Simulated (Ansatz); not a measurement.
Stepwise reaction of `C[Si](C)(N)O` with hydrogen chloride, as a gas-phase model of exchange steps in deposition or etching. ΔE in kJ/mol.

Computed with Ansatz on PBE0-D4/def2-TZVP structures; ΔE is electronic, products minus reactants. CCSD(T)/CBS adds triple-zeta CCSD(T) − MP2 to the extrapolated MP2 energy (def2 sets, frozen cores). This one scheme is used for every species. Functionals use def2-TZVPP. B3LYP here is the variant with VWN-RPA as its local correlation; programs differ in this. One conformer a species, not always the lowest.

```tsv
step	reaction	PBE-D4	B3LYP-D4	ωB97M-V	CCSD(T)/CBS
1	`C[Si](C)(N)O` + HCl → `C[Si](N)(O)Cl` + CH₄	-120.2	-124.0	-122.2	-120.3
2	`C[Si](N)(O)Cl` + HCl → `N[Si](O)(Cl)Cl` + CH₄	-95.0	-98.2	-97.3	-96.3
```

Question: By hand: ΔE of the 2 steps together at CCSD(T)/CBS.

Answer: (-120.3) + (-96.3) = -216.6 kJ/mol, or -108.3 kJ/mol a step.

In ΔE each step is higher than the one before. All are downhill at CCSD(T)/CBS. PBE-D4 differs from CCSD(T)/CBS by 0.1 to 1.3 kJ/mol a step. Isolated molecules leave out the surface, adducts and barriers. Largest T1 diagnostic: 0.010.
